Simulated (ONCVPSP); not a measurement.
# bismuth, ONCV: configuration errors across variants

- Element: bismuth
- Generator: ONCVPSP 4.0.1
- Type: optimised norm-conserving Vanderbilt (ONCV)
- Functional: PBE
- Relativity: scalar-relativistic
- Frozen core: [Kr] 4d10 4f14
- Valence charge: 23
- Reference configuration: 5s2 5p6 5d10 6s2 6p3
- Partial waves: 5s+6s: rc 1.25 bohr, ncon 4, nbas 7, qcut 9.6 1/bohr, 2 projectors; 5p+6p: rc 1.40 bohr, ncon 4, nbas 7, qcut 7.9 1/bohr, 2 projectors; 5d: rc 1.90 bohr, ncon 3, nbas 7, qcut 6.8 1/bohr, 2 projectors, debl 2.2 Ha
- Local potential: polynomial inside 1.10 bohr (lpopt 5, dvloc0 0 Ha)
- Core correction: Teter function, fcfact 2.75, rcfact 1

All-electron excitation energies from the reference (eV): (1) 5s2 5p6 5d10 6s2 6p2 7.913; (2) 5s2 5p6 5d10 6s2 6p1 23.160; (3) 5s2 5p6 5d10 6s2 6p0 46.503; (4) 5s2 5p6 5d10 6s1 6p4 10.083.

Errors AE − PS in meV (a dash: test not solved or not reliable):

```csv
change,(1),(2),(3),(4),bound ghosts,GHOST(+) flags above zero
base,-3.4,-11,-26,-2.4,none,s
s: rc 1.72,-3.3,-11,-24,-5.1,none,none
"local potential polynomial inside 0.95 bohr (lpopt 5, dvloc0 0 Ha)",-3.4,-11,-26,-2.4,none,"s, d"
"core correction Teter function, fcfact 6.6, rcfact 1",-3.4,-11,-26,-2.3,none,s
p: nbas 8,-3.4,-11,-26,-2.3,none,s
```

(1) Give the same row for: s: ncon 3, nbas 6.

Results:

(1) -3.4, -11, -26, -2.5; bound ghosts: none; GHOST(+) flags above zero: s.
